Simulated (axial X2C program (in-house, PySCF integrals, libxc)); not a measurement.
## Bond lengths and stretching modes, held linear, of RuCN⁺

Computed with an in-house all-electron X2C program for linear molecules (integrals from PySCF): two-component X2C with atomic mean-field Coulomb and Gaunt terms, Gaussian nuclei, basis Ru dyall-v3z, C dyall-v3z, N dyall-av3z with contracted cores. Spin-free rows use the one-electron spin-free X2C Hamiltonian.

Masses Ru 101.904, C 12.000, N 14.003 u. States: 2c Ω = 4 (beyond evenly filled blocks: ω = 3/2, ω = 5/2); spin-free M_S = 2, Λ = 1 (beyond evenly filled blocks: σα, π+α, π+β, π-α, δ+α, δ-α).

PBE0, 2c: energies above the lowest point

```
r(Ru–C) (Å)  r(C–N) (Å)  E (meV)
     1.8905      1.1437    69.55
     1.8905      1.1730    18.84
     1.8905      1.2023    53.19
     1.9390      1.1437    42.56
     1.9390      1.1730     0.00
     1.9390      1.2023    43.34
     1.9390      1.2317   155.66
     1.9875      1.1437    56.83
     1.9875      1.1730    20.93
     1.9875      1.2023    71.61
     2.0360      1.1730    74.98
     2.0360      1.2317   258.71
```

Problem. Fit a quadratic surface with cubic terms in each bond: where is the minimum, and what are the two stretching wavenumbers?

Solution. At PBE0, 2c: bonds 1.936 and 1.172 Å; harmonic stretches 469.4 and 2046.6 cm⁻¹; force constants 2.72, 16 and coupling 0.83 mdyn/Å.

The other levels and Hamiltonians give:

| Hamiltonian | level | r(Ru–C) (Å) | r(C–N) (Å) | lower stretch (cm⁻¹) | upper stretch (cm⁻¹) |
| --- | --- | --- | --- | --- | --- |
| 2c | LDA | 1.878 | 1.187 | 488.1 | 1982.1 |
| spin-free | PBE0 | 1.925 | 1.172 | 478.5 | 2072.1 |
| spin-free | LDA | 1.876 | 1.183 | 498.4 | 2025.4 |

Each state is one determinant, the lowest of a limited PBE0 search; the stretches come from a fit to these few points and carry an uncertainty of a few per cent. Other orders of the atoms were not compared. Left out for rough or failed fits: HF 2c, MP2 2c, HF spin-free, MP2 spin-free. The molecule was held linear; bending was not examined, so a bent shape may lie lower. Open-shell Ω = 0 determinants with evenly filled partner blocks cannot be reached by this program, so the Ω shown need not be the lowest component. Note: functional without a current term on a determinant with orbital currents, of the molecule or an atom. Note: several unpaired electrons, one determinant need not be a pure state.
